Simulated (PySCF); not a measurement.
**Electric field gradients and quadrupole coupling constants**

Compound: C6H12SSi.
Structure used (GFN2-xTB), in Å, numbered top down from 1:
```xyz
20
C6H12SSi angstrom
C      2.829   -2.039    0.620
C      2.540   -1.023    0.056
C      2.152    0.177   -0.634
S      0.513    0.036   -1.476
C     -0.736    0.288   -0.144
C     -0.612    1.688    0.438
C     -0.570   -0.768    0.936
Si    -2.407    0.078   -1.074
H      3.101   -2.921    1.117
H      2.120    1.034    0.039
H      2.844    0.383   -1.453
H     -0.635    2.439   -0.349
H      0.312    1.808    1.006
H     -1.441    1.877    1.119
H     -0.577   -1.766    0.502
H     -1.387   -0.697    1.654
H      0.370   -0.642    1.473
H     -2.481    1.080   -2.133
H     -3.463    0.298   -0.082
H     -2.476   -1.274   -1.618
```

Field gradients from the PBE0/pcSseg-1 density (PySCF, non-relativistic), principal values in atomic units, ordered |Vxx| ≤ |Vyy| ≤ |Vzz|:

| atom | Vxx | Vyy | Vzz |
| --- | --- | --- | --- |
| S4 | 0.5509 | 2.6280 | -3.1789 |

Task: Find the asymmetry η = (Vxx − Vyy)/Vzz and the couplings χ = eQV/h (234.96 MHz × Q in barn × V in au), with Q(33S) = −0.0678 b.

Result: 
```csv
atom,environment,nucleus,η,χzz (MHz),χxx (MHz),χyy (MHz)
S4,sulfide sulfur,33S,0.65,50.64,-8.78,-41.87
```

Task: What is Vzz at S4 in SI units (1 au = 9.71736 × 10²¹ V/m²)?

Result: -3.1789 au = -30.891 × 10²¹ V/m².

Task: What couplings would deuterons (Q(2H) = 0.00286 b) have in place of the hydrogens, at this geometry?

Result: 
```
atom  bonded to  bond length (Å)  Vzz (au)     η  χzz (kHz)
  H9         C1            1.049    0.3978  0.00        267
 H10         C3            1.090    0.3047  0.02        205
 H11         C3            1.091    0.3020  0.03        203
 H12         C6            1.088    0.3111  0.02        209
 H13         C6            1.091    0.3104  0.03        209
 H14         C6            1.089    0.3113  0.03        209
 H15         C7            1.088    0.3112  0.03        209
 H16         C7            1.090    0.3113  0.03        209
 H17         C7            1.090    0.3058  0.04        205
 H18        Si8            1.460    0.1652  0.01        111
 H19        Si8            1.465    0.1620  0.02        109
 H20        Si8            1.459    0.1659  0.01        111
```

Isolated species at its GFN2-xTB geometry (one conformer only). GFN2-xTB bond lengths can be off by several hundredths of an ångström, more for odd bonds, and the gradients follow them. These gradients aren't converged with respect to the basis.
